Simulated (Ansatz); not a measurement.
Cost and result for the atomization energy of `[NH2][Sn]([NH2])[NH2]` radical (10 atoms, 9 bonds).

| atom | x (Å) | y (Å) | z (Å) |
| --- | --- | --- | --- |
| N1 | -1.788 | -0.446 | 0.092 |
| Sn2 | 0.224 | -0.675 | -0.209 |
| N3 | 1.004 | 0.027 | 1.548 |
| N4 | 0.641 | 0.853 | -1.506 |
| H5 | -2.300 | -1.304 | 0.261 |
| H6 | -2.230 | 0.032 | -0.685 |
| H7 | 0.337 | -0.044 | 2.308 |
| H8 | 1.864 | -0.417 | 1.847 |
| H9 | 1.433 | 1.403 | -1.193 |
| H10 | 0.816 | 0.571 | -2.463 |

Total charge 0; spin multiplicity 2. Correlated methods include outer-core shells of Sn, which these sets cover unevenly. Sn takes the def2 core potential. The structure was optimised at the PBE0-D4/def2-TZVP level. It is one conformer, not always the lowest. Program: Ansatz. Hardware: A = 2 threads of an AMD EPYC 7R13 on a shared host; B = 2 threads of an AMD EPYC 7R13 on a shared host and a share of an NVIDIA H100 80 GB. Times are those of one run each, without the atoms' runs, and a repeat can differ threefold. Electronic energies, without spin–orbit coupling; frozen cores. CCSD(T)/CBS adds CCSD(T) − MP2 in def2-TZVPP to the MP2 limit, and its time is that of the two runs behind it. T1 = 0.018; ⟨S²⟩ of the reference is 0.77. With those shells the extrapolation isn't a true limit. B3LYP takes the VWN-RPA correlation (the form of Gaussian; ORCA's B3LYP/G).

CCSD(T)/CBS is a level of theory with its own doubt, some kJ/mol a heavy atom from the limit and from the frozen cores, so smaller differences don't rank the functionals.

```json
{"level": "MP2/def2-QZVPP [B]", "functions": "433", "wall time": "4.4 s", "atomization (kcal/mol)": "733.3", "difference from CCSD(T)/CBS": "-8.2", "per bond": "-0.9"}
{"level": "PBE-D4/def2-TZVPP (with forces) [A]", "functions": "227", "wall time": "5.5 s", "atomization (kcal/mol)": "760.7", "difference from CCSD(T)/CBS": "19.2", "per bond": "2.1"}
{"level": "PBE0-D4/def2-TZVPP [A]", "functions": "227", "wall time": "7.5 s", "atomization (kcal/mol)": "733.9", "difference from CCSD(T)/CBS": "-7.6", "per bond": "-0.8"}
{"level": "CCSD(T)/def2-TZVPP [B]", "functions": "227", "wall time": "7.5 s", "atomization (kcal/mol)": "710.7", "difference from CCSD(T)/CBS": "-30.8", "per bond": "-3.4"}
{"level": "B3LYP-D4/def2-TZVPP (with forces) [A]", "functions": "227", "wall time": "9.5 s", "atomization (kcal/mol)": "744.8", "difference from CCSD(T)/CBS": "3.3", "per bond": "0.4"}
{"level": "r2SCAN-D4/def2-TZVPP (with forces) [A]", "functions": "227", "wall time": "10 s", "atomization (kcal/mol)": "733.7", "difference from CCSD(T)/CBS": "-7.8", "per bond": "-0.9"}
{"level": "CCSD(T)/CBS(def2)", "functions": "–", "wall time": "12 s", "atomization (kcal/mol)": "741.5", "difference from CCSD(T)/CBS": "0.0", "per bond": "0.0"}
{"level": "B2PLYP/def2-TZVPP [A]", "functions": "227", "wall time": "14 s", "atomization (kcal/mol)": "730.2", "difference from CCSD(T)/CBS": "-11.3", "per bond": "-1.3"}
{"level": "ωB97X-V/def2-TZVPP [A]", "functions": "227", "wall time": "20 s", "atomization (kcal/mol)": "742.7", "difference from CCSD(T)/CBS": "1.2", "per bond": "0.1"}
{"level": "ωB97M-V/def2-TZVPP (with forces) [A]", "functions": "227", "wall time": "23 s", "atomization (kcal/mol)": "740.4", "difference from CCSD(T)/CBS": "-1.1", "per bond": "-0.1"}
```

In def2-TZVPP, CCSD(T) changes the Hartree–Fock value by +258.5 kcal/mol (the triples alone add +15.5 kcal/mol) and MP2 by +262.4 kcal/mol; breaking electron pairs costs correlation energy, which Hartree–Fock lacks. From PBE to PBE0 (25 % exact exchange), in def2-TZVPP and without D4, the atomization energy moves by −26.1 kcal/mol: exact exchange takes away binding that semilocal exchange gives to molecules. The D4 term adds +7.4 kcal/mol with B3LYP and +3.8 kcal/mol with PBE0; it sums over pairs of atoms, weighted by their polarisabilities, and B3LYP, whose exchange is more repulsive, gets the larger term.

Spin–orbit coupling would lower the free Sn atoms strongly, and the atomization energy with them, by more than many differences here. For some Ge, Se and Sn compounds the MP2-based and the directly extrapolated limit differ by 10 to 25 kJ/mol.
